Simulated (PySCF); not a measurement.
Species: C7H14NP.
Cartesian coordinates in Å at the GFN2-xTB level; atoms count from 1:
```
atom  x, y, z in Å
C1     3.244    0.413   -0.366
N2     1.815    0.581   -0.141
P3     0.772   -0.169   -1.316
C4     0.506   -1.772   -0.400
C5    -0.432   -1.471    0.767
C6    -1.259   -0.269    0.402
C7    -2.489   -0.026    1.216
C8    -0.796    0.474   -0.603
C9    -1.390    1.710   -1.198
H10    3.445   -0.642   -0.550
H11    3.780    0.716    0.536
H12    3.634    0.988   -1.212
H13    1.591    1.570   -0.065
H14    0.041   -2.470   -1.100
H15    1.457   -2.198   -0.078
H16   -1.068   -2.330    0.997
H17    0.146   -1.238    1.666
H18   -3.205   -0.833    1.059
H19   -2.232   -0.010    2.275
H20   -2.970    0.915    0.962
H21   -0.717    2.558   -1.064
H22   -1.529    1.569   -2.270
H23   -2.350    1.961   -0.753
```

Definitions: NICS(0) = −σiso at the ring centroid; NICS(1) = −σiso and NICS(1)zz = −σzz at ±1 Å along the ring normal z. Level: GIAO PBE0/pcSseg-1 (PySCF, non-relativistic, gas phase) on the GFN2-xTB geometry, one conformer.

Ring bond lengths (Å), with Mayer bond orders in brackets: P3–C4 1.865 (0.95), C4–C5 1.527 (1.02), C5–C6 1.505 (1.04), C6–C8 1.333 (1.77), C8–P3 1.839 (0.95).

Question: What do the NICS probes read (ppm)?

Answer: 
| ring | type | NICS(0) | NICS(1), two faces | NICS(1)zz, two faces | rms pucker (Å) | centre to ring atoms, mean (Å) |
| --- | --- | --- | --- | --- | --- | --- |
| P3–C4–C5–C6–C8 | 5-membered ring with P; formal bonds 1 double, 4 single | -1.6 | -4.6 / -1.9 | -3.6 / -0.4 | 0.12 | 1.36 |

Question: What can be read from them?

Answer: 
- P3–C4–C5–C6–C8: mean NICS(1)zz -2.0 ppm, near zero. C4, C5 have four or more neighbours, so the value isn't read as a sign of a π ring current. The two faces differ by 3.2 ppm, so no symmetry operation interchanges them.

Question: At the first NICS(1) probe listed for ring P3–C4–C5–C6–C8, 1 Å off the ring, how large is the induced field along the normal in 1 T applied along it?

Answer: NICSzz × B0 = -3.6 ppm × 1 T = -4 μT, against the applied field.

Question: How shielded are the nuclei of the rings and their hydrogens (means over atoms taken as equivalent)?

Answer: 
| atoms | environment | σ isotropic (ppm) | principal values of the symmetric part, first atom (ppm) |
| --- | --- | --- | --- |
| P3 | three-coordinate phosphorus | 224.6 | 165.9, 208.8, 299.1 |
| C4 | sp3 carbon bound to phosphorus | 155.2 | 146.7, 147.9, 171.0 |
| C5 | allylic carbon | 142.7 | 103.3, 146.2, 178.8 |
| C6 | fully substituted alkene carbon | 30.6 | -69.2, 29.7, 131.4 |
| C8 | fully substituted alkene carbon | 45.9 | -42.0, 45.0, 134.7 |
| H14 (×2) | methylene hydrogen | 30.20 | 25.3, 28.5, 37.3 |
| H16 (×2) | methylene hydrogen | 28.85 | 23.8, 29.3, 34.9 |

On one thread, Arm Neoverse V1 (aarch64), no GPU, shared host with 32 logical CPUs at a one-minute load of 23, this took 70 s (grids of density and orbitals included) and 1.1 GiB of memory at its peak. This is the whole shielding run at PBE0/pcSseg-1, SCF included.
